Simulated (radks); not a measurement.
The numbers below are computed, except where a source is named.
Ionisation ladder of carbon, from C I to C VI. Each ion is in the ground configuration listed by NIST, and IE = E(next ion) - E(this ion), with E = 0 for the bare nucleus. Code: a radial shooting solver on a logarithmic mesh with Libxc functionals. Model: scalar-relativistic Kohn-Sham, LDA (Slater exchange, VWN5 correlation), spin-polarised, spherical densities, finite nucleus; open shells are filled with parallel spins first; Fermi nuclear charge, rms radius 2.4702 fm.

| species | configuration | E (hartree) | IE, Delta-SCF (eV) | IE, NIST (eV) | kind | error (eV) |
|---|---|---|---|---|---|---|
| C I | [He] 2s2 2p2 | -37.48624 | 11.768 | 11.260 | exp. | +0.508 |
| C II | [He] 2s2 2p1 | -37.05377 | 24.686 | 24.383 | exp. | +0.303 |
| C III | [He] 2s2 | -36.14658 | 46.969 | 47.888 | exp. | -0.919 |
| C IV | [He] 2s1 | -34.42050 | 64.394 | 64.494 | exp. | -0.099 |
| C V | [He] | -32.05405 | 388.25 | 392.09 | theory | -3.8 |
| C VI | 1s1 | -17.78601 | 483.98 | 489.99 | theory | -6.0 |

Reference values: NIST Atomic Spectra Database (exp. = measured, semi-emp. = semi-empirical, theory = theoretical value adopted there). The ionisation energy per charge of the ion left behind rises most, in proportion, at C V ([He]), from 16.099 to 77.651 eV. Against the entries that are not theoretical the mean signed error is +0.9 % and the largest +4.5 %. Open shells are spherical and high-spin; term and fine-structure splittings are not resolved.
